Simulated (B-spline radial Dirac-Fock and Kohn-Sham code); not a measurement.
## Magnetic form factor of the 3d shell of Hf⁵³⁺

System: the Hf⁵³⁺ ion, configuration 1s2 2s2 2p6 3s2 3p6 3d1.

These are calculated numbers from an atomic code on a B-spline grid; the model is relativistic Hartree-Fock (Dirac-Fock) wave functions, averaged over the configuration. ⟨j_K⟩ is the integral of the 3d radial density with the spherical Bessel function j_K(4πsr), s = sin θ/λ.

```
s (Å⁻¹)    ⟨j0⟩    ⟨j2⟩    ⟨j4⟩
      0  1.0000  0.0000  0.0000
   0.05  0.9994  0.0002  0.0000
    0.1  0.9975  0.0010  0.0000
   0.15  0.9945  0.0022  0.0000
    0.2  0.9902  0.0039  0.0000
   0.25  0.9847  0.0061  0.0000
    0.3  0.9780  0.0088  0.0000
   0.35  0.9702  0.0119  0.0001
    0.4  0.9612  0.0154  0.0001
   0.45  0.9512  0.0193  0.0002
    0.5  0.9401  0.0237  0.0002
    0.6  0.9149  0.0334  0.0005
    0.7  0.8859  0.0445  0.0009
    0.8  0.8536  0.0566  0.0014
    0.9  0.8185  0.0695  0.0022
      1  0.7808  0.0831  0.0033
    1.1  0.7412  0.0970  0.0046
    1.2  0.7000  0.1110  0.0063
    1.4  0.6150  0.1385  0.0108
    1.6  0.5291  0.1639  0.0168
```

Radial moments of the shell: ⟨r²⟩ = 0.03353, ⟨r⁴⟩ = 0.001869, ⟨r⁶⟩ = 0.0001563 in powers of bohr.
